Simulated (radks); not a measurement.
Values are calculated unless marked as measured or tabulated.
Problem. Ga II, 30 electrons, occupied as [Ar] 3d10 4s2. Code: a radial shooting solver on a logarithmic mesh with Libxc functionals. Model: scalar-relativistic Kohn-Sham, HCTH/407, spin-polarised, spherical densities, point nucleus. Some entries of the table are withheld. Estimate them.

orbital  occ.  eigenvalue (Ry)  <r> (bohr)  r(max) (bohr)
1s          2        -752.1374         (1)            (2)
2s          2        -93.52797      0.2178            (3)
2p          6        -81.59100         (4)         0.1464
3s          2        -11.56455      0.6514         0.5644
3p          6         -7.95049      0.6779         0.5665
3d         10              (5)      0.7995         0.5322
4s          2         -1.19959       2.225          1.847

Solution. 
(1) 1s <r> (bohr): 0.04863
(2) 1s r(max) (bohr): 0.03181
(3) 2s r(max) (bohr): 0.1825
(4) 2p <r> (bohr): 0.1906
(5) 3d eigenvalue (Ry): -2.07844
